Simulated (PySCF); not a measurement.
## Electric field gradients and quadrupole coupling constants

C7H8O.
Z-matrix (Å and degrees, GFN2-xTB geometry), rows numbered from 1:
```
C 
C   1  1.3191
C   2  1.5084  1  124.40
C   3  1.5088  2  109.95  1  -120.39
C   4  1.3240  3  122.57  2  -112.69
O   5  1.3637  4  125.24  3    -2.57
C   6  1.3636  5  115.47  4    -3.57
C   7  1.3239  6  125.24  5     3.63
H   1  1.0771  2  122.02  3   179.96
H   1  1.0784  2  121.76  3    -0.03
H   2  1.0824  1  120.82  3  -179.95
H   3  1.0992  2  108.29  1    -0.01
H   4  1.0776  3  117.38  2    65.52
H   5  1.0801  4  123.86  3   178.57
H   7  1.0800  6  110.91  5  -175.34
H   8  1.0775  3  117.36  2   -65.64
```

Field gradients from the PBE0/pcSseg-1 density (PySCF, non-relativistic), principal values in atomic units, ordered |Vxx| ≤ |Vyy| ≤ |Vzz|:

```tsv
atom	Vxx	Vyy	Vzz
O6	-0.3881	-1.3289	1.7169
```

Question: Find the asymmetry η = (Vxx − Vyy)/Vzz and the couplings χ = eQV/h (234.96 MHz × Q in barn × V in au), with Q(17O) = −0.0256 b.

Answer: 
```csv
atom,environment,nucleus,η,χzz (MHz),χxx (MHz),χyy (MHz)
O6,cyclic ether oxygen,17O,0.55,-10.33,2.33,7.99
```

Question: What is Vzz at O6 in SI units (1 au = 9.71736 × 10²¹ V/m²)?

Answer: 1.7169 au = 16.684 × 10²¹ V/m².

Question: And the gradient at the other heavy atoms, for which no coupling is worked out here?

Answer: 
```
atom                    environment  Vzz (au)     η
  C1           terminal =CH2 carbon     0.296  0.45
  C2               alkene CH carbon     0.338  0.63
  C3                 allylic carbon    -0.054  0.42
  C4               alkene CH carbon     0.173  0.75
  C5  vinylic carbon bearing oxygen    -0.381  0.35
  C7  vinylic carbon bearing oxygen    -0.381  0.35
  C8               alkene CH carbon     0.173  0.75
```

Were the hydrogens deuterons (Q(2H) = 0.00286 b), χzz would run from 194 kHz (H12) to 227 kHz (H9).

One conformer (not necessarily the lowest) at the GFN2-xTB geometry, without solvent, vibrations or thermal averaging. GFN2-xTB bond lengths can be off by several hundredths of an ångström, more for odd bonds, and the gradients follow them. A larger basis could move these couplings by a tenth or more.
